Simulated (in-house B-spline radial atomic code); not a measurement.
Values are calculated unless marked as measured or tabulated.
**Weak and strong correlation along the adiabatic connection**

Two-electron singlets in several external potentials (atomic units), by full CI in B-splines with partial waves to l = 8 (correlation energies up to 0.6 % small). The repulsion is scaled by λ at fixed density; W(λ) is the mean repulsion less the Hartree energy, W(0) = E_x, and the area under W from 0 to 1 is E_xc.

Relative drop (W(λ) − E_x)/E_x:

```csv
system,λ = 0.12,λ = 0.25,λ = 0.4,λ = 0.6,λ = 0.8,λ = 1
"−Z/r, Z = 2, wall at 2.8 bohr",0.0101,0.0205,0.0318,0.0459,0.0590,0.0711
"empty sphere, radius 3.71 bohr",0.0286,0.0556,0.0823,0.1119,0.1362,0.1564
"ω²r²/2 − Z/r, ω = 0.0163, Z = 1",0.0343,0.0656,0.0959,0.1287,0.1551,0.1768
"−Z exp(−kr)/r, Z = 9.97, k = 2.67",0.0020,0.0041,0.0065,0.0097,0.0129,0.0160
"ω²r²/2, ω = 0.5",0.0223,0.0439,0.0659,0.0913,0.1128,0.1313
"−Z exp(−kr)/r, Z = 1.53, k = 0.0634",0.0159,0.0317,0.0486,0.0688,0.0869,0.1032
"−Z exp(−kr)/r, Z = 3.59, k = 1.11",0.0063,0.0128,0.0202,0.0295,0.0384,0.0470
```

Order the systems by how far second-order (GL2) theory, half the initial slope (estimated from the first points of each curve), overshoots the correlation energy, least first.
A. ω²r²/2, ω = 0.5
B. −Z exp(−kr)/r, Z = 9.97, k = 2.67
C. −Z exp(−kr)/r, Z = 1.53, k = 0.0634
D. −Z exp(−kr)/r, Z = 3.59, k = 1.11
E. empty sphere, radius 3.71 bohr
F. ω²r²/2 − Z/r, ω = 0.0163, Z = 1
G. −Z/r, Z = 2, wall at 2.8 bohr

B (GL2/E_c = 1.03), D (GL2/E_c = 1.08), G (GL2/E_c = 1.14), C (GL2/E_c = 1.21), A (GL2/E_c = 1.32), E (GL2/E_c = 1.40), F (GL2/E_c = 1.47).

What else changes along this order?

The ratio follows the bend of the curve. With it the leading natural occupation goes from 1.999 to 1.898 and −T_c/E_c from 0.97 to 0.68 between the first and the last.
